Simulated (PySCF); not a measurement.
From computed data to an observable: oscillator strength and radiative lifetime

Si(F)(Me)2(SH) (C2H7FSSi), SMILES C[Si](C)(S)F.

Coordinates come from a B3LYP-D3(BJ)/def2-SVP optimisation. The values are those of a single conformer.

TDA-M06-2X/def2-SVPD (PySCF) puts the first singlet state with f over 0.02 at 6.59 eV (vertical), with the transition dipole (0.620, 0.268, -0.105) in atomic units.

Q: Find the oscillator strength, the wavelength and the radiative lifetime that this transition would have in vacuum if emission retraced absorption.

A: 
|μ|² = 0.4672 au, so |μ| = 1.74 D. ΔE = 6.59/27.211 = 0.2422 hartree. f = (2/3) ΔE |μ|² = 0.075 (the program prints 0.076).
λ = 1239.84/6.59 = 188 nm; ν = 53152 cm⁻¹.
Einstein's coefficient A = 0.6670 ν² f s⁻¹ (ν in cm⁻¹) = 1.4e8 s⁻¹, so τ = 1/A = 7.0 ns. This state is S2; the lower singlet has f = 0.006. The figure is the radiative limit of this one transition; relaxation, internal conversion, crossing to triplets and a medium change what is measured.
